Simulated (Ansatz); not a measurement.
Compare A (`COB(C)N`) with its isomer B (`CCB(N)O`).

Gas-phase electronic energies from Ansatz, PBE0-D4/def2-TZVP geometries. CBS: MP2 limit from def2 TZ/QZ plus the TZ coupled-cluster correction, frozen cores. DFT in def2-TZVPP. B3LYP here is the variant with VWN-RPA as its local correlation; programs differ in this. One conformer a species, not always the lowest.

A:

```xyz
13

C    -1.865    0.310   -0.172
O    -0.792   -0.289   -0.850
B     0.481   -0.281   -0.330
C     0.830    0.389    1.055
N     1.462   -0.914   -1.112
H    -1.713    1.387   -0.038
H    -2.765    0.162   -0.770
H    -2.028   -0.140    0.814
H     0.260   -0.068    1.871
H     1.889    0.310    1.308
H     0.568    1.452    1.059
H     2.425   -0.974   -0.840
H     1.248   -1.344   -1.995
```

B:

```xyz
13

C     0.424   -1.520    0.905
C     0.746   -0.093    0.469
B    -0.427    0.624   -0.306
N    -0.176    1.406   -1.453
O    -1.699    0.468    0.195
H     1.234   -1.959    1.493
H    -0.485   -1.546    1.510
H     0.255   -2.170    0.042
H     1.667   -0.079   -0.125
H     0.964    0.512    1.360
H    -0.875    1.915   -1.965
H     0.750    1.516   -1.824
H    -2.379    0.927   -0.300
```

(1) Which is lower in electronic energy at CCSD(T)/CBS, and by how much? (An estimate is asked.)

(2) Give E(B) − E(A) in kcal/mol with PBE0-D4, CCSD(T)/def2-TZVPP, CCSD/def2-TZVPP, ωB97M-V, MP2/def2-TZVPP, B3LYP, HF/def2-TZVPP. (Estimate.)

Largest T1 diagnostic: 0.011.

## Answers

(1) The calculation gave: B, by 9.7 kcal/mol.

(2) The calculation gave: PBE0-D4 -9.2, CCSD(T)/def2-TZVPP -9.4, CCSD/def2-TZVPP -9.4, ωB97M-V -8.9, MP2/def2-TZVPP -10.4, B3LYP -7.9, HF/def2-TZVPP -7.7. None reverses the order clearly.

In def2-TZVPP, CCSD(T) changes the Hartree–Fock value by −1.7 kcal/mol (the triples alone add −0.0 kcal/mol) and MP2 by −2.7 kcal/mol.
